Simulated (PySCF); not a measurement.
Gas-phase reaction: Ge₂O₂ + 2 NO = 2 GeO₂ + N₂

Computed with PySCF and rigid-rotor harmonic-oscillator thermochemistry at 1 bar. † marks an energy on the PBE0/def2-TZVP geometry and frequencies; other levels use their own. MP2 freezes the core. 6-31G* has spherical d functions here. Open shells (unrestricted): NO (multiplicity 2, electronic degeneracy 4); the rest are closed-shell singlets. Spin-orbit splitting is ignored; it lowers the true energy and changes the entropy of NO. B3LYP is the form with VWN-RPA correlation. Ge: all electrons, no relativistic terms. Ge₂O₂, GeO₂: computed as isolated molecules; such fragments, hydroxides, amides, oligomers or adducts are transient or little studied in the gas. MP2 isn't extrapolated to the basis-set limit; its ΔH°(298 K) is -129.0 kJ in def2-SVP and -175.7 kJ in def2-TZVPP. The harmonic model lacks anharmonicity and excited electronic states, which grow with temperature; levels with a mode under 35 cm⁻¹ are left out.

| level | ΔE electronic, kJ | ΔH°(298 K), kJ | ΔS°(298 K), J/K | ΔG°(1600 K), kJ |
|---|---|---|---|---|
| B3LYP/6-31G* | 30 | 32 | -37 | 88 |
| BLYP/def2-TZVP† | -91 | -89 | -39 | -30 |
| HF/def2-TZVP† | 154 | 156 | -39 | 215 |
| M06-2X/def2-TZVP† | -18 | -16 | -39 | 43 |
| MP2/def2-SVP† | -131 | -129 | -39 | -70 |
| PBE/def2-SVP | -30 | -28 | -40 | 33 |
| r2SCAN/def2-TZVP† | -64 | -61 | -39 | -3 |
| ωB97M-V/def2-TZVP† | -8 | -5 | -39 | 53 |
ΔH° is lowest at MP2/def2-SVP† and highest at HF/def2-TZVP†. No reference value is set beside these.
